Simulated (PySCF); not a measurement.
OW, quintet, geometry from GFN2-xTB of the parent state (such geometries of metal compounds can be far from the true shape) (another spin typed on purpose, not shown lowest) (core potentials on W); PBE0/def2-SVP run with PySCF.

The PySCF input:
```python
from pyscf import gto, scf, dft

mol = gto.M(
    atom='''
W    -0.000000   -0.000000   -0.165864
O     0.000000    0.000000    1.534240
''',
    basis='def2-svp',
    ecp={'W': 'def2-svp'},
    charge=0,
    spin=4,
    verbose=4,
)

mf = dft.ROKS(mol)
mf.xc = 'pbe0'
mf.kernel()
```

It wrote (shortened):

```
PySCF version 2.14.0

[INPUT] verbose = 4
[INPUT] num. atoms = 2
[INPUT] num. electrons = 22
[INPUT] charge = 0
[INPUT] spin (= nelec alpha-beta = 2S) = 4
[INPUT] symmetry False subgroup None
[INPUT] Mole.unit = angstrom
[INPUT] Symbol           X                Y                Z      unit          X                Y                Z       unit  Magmom
[INPUT]  1 W      0.000000000000   0.000000000000  -0.165864000000 AA    0.000000000000   0.000000000000  -0.313437533925 Bohr   0.0
[INPUT]  2 O      0.000000000000   0.000000000000   1.534240000000 AA    0.000000000000   0.000000000000   2.899293409353 Bohr   0.0

nuclear repulsion = 34.8613070865312
number of shells = 18
number of NR pGTOs = 81
number of NR cGTOs = 46
basis = def2-svp
ecp = {'W': 'def2-svp'}

******** <class 'pyscf.dft.roks.ROKS'> ********
method = ROKS
initial guess = minao
damping factor = 0
level_shift factor = 0
DIIS = <class 'pyscf.scf.diis.CDIIS'>
diis_start_cycle = 1
diis_space = 8
diis_damp = 0
SCF conv_tol = 1e-09
SCF conv_tol_grad = None
SCF max_cycles = 50
direct_scf = True
direct_scf_tol = 1e-13
num. doubly occ = 9  num. singly occ = 4
XC library pyscf.dft.libxc version 7.1.2
    S. Lehtola, C. Steigemann, M. J. T. Oliveira, and M. A. L. Marques,  SoftwareX 7, 1–5 (2018)
XC functionals = pbe0
    C. Adamo and V. Barone,  J. Chem. Phys. 110, 6158 (1999)
    M. Ernzerhof and G. E. Scuseria,  J. Chem. Phys. 110, 5029 (1999)
radial grids:
    Treutler-Ahlrichs [JCP 102, 346 (1995); DOI:10.1063/1.469408] (M4) radial grids

becke partition: Becke, JCP 88, 2547 (1988); DOI:10.1063/1.454033
pruning grids: <function nwchem_prune>
grids dens level: 3
symmetrized grids: False
atomic radii adjust function: <function treutler_atomic_radii_adjust>
small_rho_cutoff = 0
Set gradient conv threshold to 3.16228e-05
tot grids = 38392
init E= -129.886264516793

WARN: HOMO -0.329031054130062 >= LUMO -0.329031054130057

cycle= 1 E= -141.803104426053  delta_E= -11.9  |g|= 1.03  |ddm|= 5.07

WARN: HOMO -0.0244712694088456 >= LUMO -0.0271500530988013

cycle= 2 E= -136.791347163048  delta_E= 5.01  |g|= 3.66  |ddm|= 2.76

WARN: HOMO 0.99241393731776 >= LUMO -0.148989777081461

cycle= 3 E= -139.162176429  delta_E= -2.37  |g|= 1.66  |ddm|= 8.88
  HOMO = -0.12125537350823  LUMO = -0.0983561656909373  gap/eV = 0.62312
cycle= 4 E= -142.053228560849  delta_E= -2.89  |g|= 0.113  |ddm|= 8.63
  HOMO = -0.0876483518464184  LUMO = -0.0630885962689689  gap/eV = 0.66830
cycle= 5 E= -142.057561513614  delta_E= -0.00433  |g|= 0.0821  |ddm|= 0.249
  HOMO = -0.0891443525605276  LUMO = -0.0614625901377899  gap/eV = 0.75326
cycle= 6 E= -142.059280485981  delta_E= -0.00172  |g|= 0.0392  |ddm|= 0.0656
  HOMO = -0.0920058789313352  LUMO = -0.062940101721157  gap/eV = 0.79092
cycle= 7 E= -142.059563481626  delta_E= -0.000283  |g|= 0.0185  |ddm|= 0.0206
  HOMO = -0.0912565569845718  LUMO = -0.0620214626776949  gap/eV = 0.79553
cycle= 8 E= -142.059626718957  delta_E= -6.32e-05  |g|= 0.0102  |ddm|= 0.00663
  HOMO = -0.0911606707778496  LUMO = -0.061878625794364  gap/eV = 0.79681
cycle= 9 E= -142.059650500792  delta_E= -2.38e-05  |g|= 0.00102  |ddm|= 0.00501
  HOMO = -0.0909820210738346  LUMO = -0.0617402727899865  gap/eV = 0.79571
cycle= 10 E= -142.059650807379  delta_E= -3.07e-07  |g|= 9.21e-05  |ddm|= 0.00124
  HOMO = -0.0909953311621443  LUMO = -0.0617554005391803  gap/eV = 0.79566
cycle= 11 E= -142.059650812644  delta_E= -5.27e-09  |g|= 7.5e-06  |ddm|= 0.000154
  HOMO = -0.0909954827843471  LUMO = -0.0617565624034206  gap/eV = 0.79563
cycle= 12 E= -142.059650812679  delta_E= -3.44e-11  |g|= 1.39e-06  |ddm|= 1.77e-05
  HOMO = -0.0909955615569054  LUMO = -0.061756562807421  gap/eV = 0.79563
Extra cycle  E= -142.059650812681  delta_E= -1.96e-12  |g|= 3.88e-06  |ddm|= 1.11e-05
converged SCF energy = -142.059650812681
```
